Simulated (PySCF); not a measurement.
Below is a simulated gas-phase Si 2p photoelectron spectrum of `[SiH3][CH2][GeH2][O][GeH3]`.

Every computed line was given a Gaussian of 0.8 eV full width at half maximum and an area set by the number of equivalent atoms (split 2:1 within a doublet); the highest printed point is 100. Computed with delta-SCF UKS SCAN, pcX-2 on the ionised atom, pcseg-1 elsewhere, spin-free X2C (PySCF 2.14.0).

(binding energy (eV), intensity): (105.4, 0), (105.5, 1), (105.6, 2), (105.7, 4), (105.8, 8), (105.9, 14), (106.0, 24), (106.1, 37), (106.2, 53), (106.3, 69), (106.4, 84), (106.5, 95), (106.6, 100), (106.7, 99), (106.8, 94), (106.9, 86), (107.0, 78), (107.1, 69), (107.2, 60), (107.3, 51), (107.4, 41), (107.5, 31), (107.6, 22), (107.7, 14), (107.8, 9), (107.9, 5), (108.0, 2), (108.1, 1), (108.2, 1), (108.3, 0)

How many maxima does the curve show, and how many computed lines lie under it?

The curve has 1 maximum (at 106.6 eV). Under it lie 2 lines from 1 inequivalent silicon site, drawn as a 2p3/2, 2p1/2 pair. At this width some lines have no maximum of their own.

Decompose the envelope and assign each component. Numbering: `[SiH3:1][CH2:2][GeH2:3][O:4][GeH3:5]`.

```csv
position (eV),relative area,line,atoms,environment
106.56,0.67,Si 2p3/2,Si1,SiH3 silicon
107.18,0.33,Si 2p1/2,Si1,SiH3 silicon
```

What are the centre and the root-mean-square width of the whole band?

The area-weighted mean of the lines is 106.77 eV. Their own spread about it is 0.29 eV (rms) and each Gaussian has σ = 0.8/2.355 = 0.34 eV; the variances add, which gives 0.45 eV.

Shake-up satellites, vibrational structure and lifetime widths aren't simulated. The 2p values add to the ΔSCF energy of one spin-free hole a correction within the shell (spin–orbit coupling, ligand field). 2p1/2 minus 2p3/2 (ligand field included): Si 0.62 eV. The structure is a single PBE0-D3(BJ)/def2-SVP conformer in the gas phase; no vibrational or solvent corrections.

Hardware: x86-64 server, one thread (shared host). Cost: 28 s.

Shape of the structure used: `[SiH3:1][CH2:2][GeH2:3][O:4][GeH3:5]`: Si1–C2–Ge3–O4 -31°, C2–Ge3–O4–Ge5 -82°.
